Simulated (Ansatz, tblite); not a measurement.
Isomers of Mg$_{5}$Si$_{3}$⁻ (doublet), found by a short tight-binding search and relaxed with r2SCAN-D4/def2-SVPD in Ansatz.

The xTB rows come from tblite. Correlated methods freeze 20 core orbitals; core or outer-core shells of Mg are correlated, in sets that lack core-valence functions.

Run but left out: HF/STO-3G, HF/def2-TZVPD, MP2/def2-TZVPD (A: ⟨S²⟩ 2.17 to 2.25, where a pure state has 0.75).

A: At r2SCAN-D4/def2-TZVPD, r2SCAN0-D4/def2-TZVPD the charge -1 doublet is spin-contaminated (final ⟨S²⟩ up to 0.93, 0.75 for a pure state).

Other spin states weren't relaxed.

A:

```
atom   x (Å)   y (Å)   z (Å)
 Mg1  -1.659   0.242   2.169
 Mg2   1.266  -0.848   2.417
 Mg3   2.003  -0.536  -0.793
 Mg4   0.407   1.420  -2.168
 Mg5   0.598   1.640   0.738
 Si6  -0.672  -1.156  -2.059
 Si7  -0.339  -1.306   0.245
 Si8  -1.604   0.544  -0.550
```

B:

Cartesian coordinates in Å:
```
Mg -1.289 0.940 1.317
Mg -2.015 0.194 -2.074
Mg 0.069 2.115 -1.198
Mg 0.448 -1.566 1.639
Mg 1.569 1.247 1.295
Si -1.613 -1.399 0.034
Si 2.449 -0.907 -0.010
Si 0.382 -0.624 -1.003
```

Problem. Estimate which lies lowest at each level, and how far above it the others are (eV).

Solution. 
| level | A | B |
| --- | --- | --- |
| GFN1-xTB | 0.00 | 0.63 |
| GFN2-xTB | 0.76 | 0.00 |
| LDA (SPW92)/def2-TZVPD | 0.00 | 0.28 |
| PBE-D4/def2-TZVPD | 0.00 | 0.27 |
| r2SCAN-D4/def2-TZVPD | 0.00 | 0.28 |
| PBE0-D4/def2-TZVPD | 0.00 | 0.30 |
| r2SCAN0-D4/def2-TZVPD | 0.00 | 0.31 |
| RPA@PBE/def2-TZVPD | 0.00 | 0.23 |
Point groups (tolerance 0.1 Å): A not assigned, B not assigned. Lower isomers may exist.
